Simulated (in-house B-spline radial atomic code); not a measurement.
Whole-atom quantities along the 50-electron series, configuration [Kr] 4d10 4f2 5s2. Computed with a B-spline radial code for spherical atoms: non-relativistic Hartree-Fock, average of the configuration, point nuclei.

This level leaves out relativity, spin-orbit splitting included, which matters for heavy ions.

```csv
ion,Z,E/Z² (Eh),Σ<r²> (bohr²),n(0)/Z³ (bohr⁻³),Lamb diamagnetic shielding (ppm),repulsion over attraction
Pr9+,59,-2.557,17.474,0.70955,6273.25,0.14624
Nd10+,60,-2.5717,16.166,0.71014,6404.42,0.14467
Pm11+,61,?,?,?,?,?
Sm12+,62,-2.6,14.022,0.71127,6666.42,0.14155
Eu13+,63,?,?,?,?,?
Gd14+,64,-2.627,12.329,0.71236,6928.07,0.13846
```

(1) Fill in the row of Pm11+.

(2) Fill in the row of Eu13+.

(3) With what power of Z does the column «Σ<r²> (bohr²)» change over this range?

Results:

(1) E/Z² (Eh): -2.586; Σ<r²> (bohr²): 15.026; n(0)/Z³ (bohr⁻³): 0.71071; Lamb diamagnetic shielding (ppm): 6535.47; repulsion over attraction: 0.14311.

(2) E/Z² (Eh): -2.6137; Σ<r²> (bohr²): 13.129; n(0)/Z³ (bohr⁻³): 0.71182; Lamb diamagnetic shielding (ppm): 6797.28; repulsion over attraction: 0.14.

(3) A fit of the logarithm of its size against log Z from Z = 59 to 64 has slope -4.28. Unscreened non-relativistic hydrogenic orbitals would give -2.
